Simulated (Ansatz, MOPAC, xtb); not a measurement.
Noncovalent pair: H2O (SMILES O) (first 3 atoms) with HCl (SMILES Cl); geometry from B3LYP-D3(BJ)/def2-TZVP.
(charge 0, multiplicity 1):
```json
[
 {"atom": "O", "x (Å)": "0.0409", "y (Å)": "0.3323", "z (Å)": "0.2529"},
 {"atom": "H", "x (Å)": "0.7941", "y (Å)": "0.8483", "z (Å)": "-0.0558"},
 {"atom": "H", "x (Å)": "0.1862", "y (Å)": "-0.5672", "z (Å)": "-0.0611"},
 {"atom": "Cl", "x (Å)": "-0.3128", "y (Å)": "0.4730", "z (Å)": "3.3761"},
 {"atom": "H", "x (Å)": "-0.2117", "y (Å)": "0.4340", "z (Å)": "2.0764"}
]
```

Interaction energies are E(AB) − E(A) − E(B) at the monomers' geometry in the complex; basis-set methods are counterpoise corrected.

Frozen-core correlation. The state that PM6 reach isn't checked.

Codes used: Ansatz (Gaussian basis) for Hartree–Fock, density functionals and correlated methods; MOPAC for PM6 (differences of heats of formation); xtb for the GFN methods. Each number belongs to the level named beside it.

Task: One of these levels gives -28.0 kJ/mol for the interaction energy. Which one is it?
A) HF/aug-cc-pV(D+d)Z
B) PM6
C) GFN2-xTB
D) CCSD/aug-cc-pV(D+d)Z

Result: C, GFN2-xTB. The others give -24.3 (PM6), -14.6 (HF/aug-cc-pV(D+d)Z), -18.1 (CCSD/aug-cc-pV(D+d)Z)

Ansatz is an electronic-structure program.
